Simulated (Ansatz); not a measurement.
Compare A (`FC/C=C/[SiH3]`) with its isomer B (`CC(C)[Si]F`).

Calculated with Ansatz (gas phase, PBE0-D4/def2-TZVP geometries, no zero-point term in ΔE). CCSD(T)/CBS is the MP2 limit (def2-TZVPP, def2-QZVPP) plus CCSD(T) − MP2 in def2-TZVPP, frozen cores. DFT in def2-TZVPP. B3LYP here is the variant with VWN-RPA as its local correlation; programs differ in this. One conformer a species, not always the lowest.

Which is lower in electronic energy at CCSD(T)/CBS, and by how much? (Estimate.)

The calculation gave: B, by 148.9 kJ/mol.

Give E(B) − E(A) in kJ/mol with r2SCAN-D4, BLYP-D4, CCSD/def2-TZVPP, MP2/def2-TZVPP, CCSD(T)/def2-SVP, PBE0-D4, B3LYP. (Estimate.)

Computed: r2SCAN-D4 -133.4, BLYP-D4 -140.1, CCSD/def2-TZVPP -146.2, MP2/def2-TZVPP -151.7, CCSD(T)/def2-SVP -133.6, PBE0-D4 -143.0, B3LYP -134.0. None reverses the order clearly.

Does the order hold for the free energy at 298.15 K (harmonic terms from PBE0-D4)? (Best estimate.)

Ansatz gave: Yes: G(B) − G(A) = -133.3 kJ/mol, for one conformer each. Modes under 60 cm⁻¹, often nearly free rotors, make the harmonic entropy too high.

Largest T1 diagnostic: 0.012.

The D4 term adds −5.9 kJ/mol with B3LYP and −3.0 kJ/mol with PBE0; it sums over pairs of atoms, weighted by their polarisabilities, and B3LYP, whose exchange is more repulsive, gets the larger term. At CCSD(T), def2-SVP lies +15.3 kJ/mol from the extrapolated value and def2-TZVPP +3.4 kJ/mol.
